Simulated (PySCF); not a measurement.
Species: C₈H₁₇N.
Numbering: `[CH3:1][N:2]([CH3:3])[CH:4]1[CH2:5][CH2:6][CH2:7][CH2:8][CH2:9]1` (hydrogens: H10, H11, H12 on C1; H13, H14, H15 on C3; H16 on C4; H17, H18 on C5; H19, H20 on C6; H21, H22 on C7; H23, H24 on C8; H25, H26 on C9)

Geometry (PBE0-D3(BJ)/def2-SVP, Å), atoms numbered from 1 in this order:
```
atom  x, y, z in Å
C1     2.167   -0.297   -1.157
N2     1.627   -0.340    0.177
C3     2.463    0.350    1.122
C4     0.208   -0.041    0.306
C5    -0.665   -1.145   -0.291
C6    -2.146   -0.891   -0.026
C7    -2.580    0.476   -0.542
C8    -1.709    1.587    0.035
C9    -0.229    1.329   -0.231
H10    3.161   -0.773   -1.171
H11    1.529   -0.858   -1.855
H12    2.292    0.731   -1.565
H13    2.068    0.224    2.142
H14    3.480   -0.075    1.103
H15    2.565    1.443    0.932
H16    0.007   -0.040    1.394
H17   -0.504   -1.196   -1.382
H18   -0.343   -2.113    0.122
H19   -2.335   -0.944    1.062
H20   -2.756   -1.688   -0.483
H21   -3.642    0.658   -0.306
H22   -2.501    0.490   -1.644
H23   -2.008    2.565   -0.376
H24   -1.877    1.648    1.126
H25    0.386    2.127    0.218
H26   -0.045    1.366   -1.319
```

Computed, not measured: PySCF, TDDFT CAM-B3LYP/def2-SVPD, vertical, gas phase, core orbitals frozen in the response.

Ground-to-excited transition dipoles (e·a0, same axes as the geometry; the sign carries no meaning), for the states with f of 0.002 or more among the lowest 8:

```tsv
state	E (hartree)	μx	μy	μz
S1	0.2130	0.007	-0.228	0.080
S2	0.2307	-0.009	0.155	-0.074
S3	0.2466	-0.083	-0.390	0.074
S5	0.2648	0.010	-0.054	-0.195
S6	0.2713	-0.215	-0.049	0.064
S7	0.2774	0.271	0.060	0.008
S8	0.2830	0.272	0.315	-0.137
```

(1) Work out the oscillator strengths.

(2) What angle do the transition dipoles of S7 and S8 make?

(3) How is the summed strength of these states shared among x, y and z?

(4) What peak molar absorption coefficient would the strongest computed level give as a lone Gaussian band 0.5 eV wide at half height?

Answers

(1) f = (2/3) ΔE |μ|² with ΔE in hartree (27.2114 eV).

| state | \|μ\|² (au) | \|μ\| (D) | f |
| --- | --- | --- | --- |
| S1 | 0.058 | 0.61 | 0.008 |
| S2 | 0.030 | 0.44 | 0.005 |
| S3 | 0.165 | 1.03 | 0.027 |
| S5 | 0.041 | 0.52 | 0.007 |
| S6 | 0.053 | 0.58 | 0.010 |
| S7 | 0.077 | 0.70 | 0.014 |
| S8 | 0.192 | 1.11 | 0.036 |

(2) |cos θ| = |μa·μb| / (|μa| |μb|) = 0.75, so θ ≈ 41° (taken between 0 and 90°, since the signs are arbitrary).

(3) (2/3) Σ ΔE μα² gives 0.037 for x, 0.056 for y and 0.014 for z, 0.107 in all.

(4) ε(max) = 2.175×10⁸ f / FWHM, with the width in cm⁻¹. S8: 2.175×10⁸ × 0.0363 / 4033 ≈ 2000 L mol⁻¹ cm⁻¹.

All these states lie below the vertical ionisation energy of 7.80 eV (ΔSCF).

One conformer stands for the species.

Without π bonds the low states may be Rydberg-like; a valence basis with one diffuse set may place them up to an eV too high.
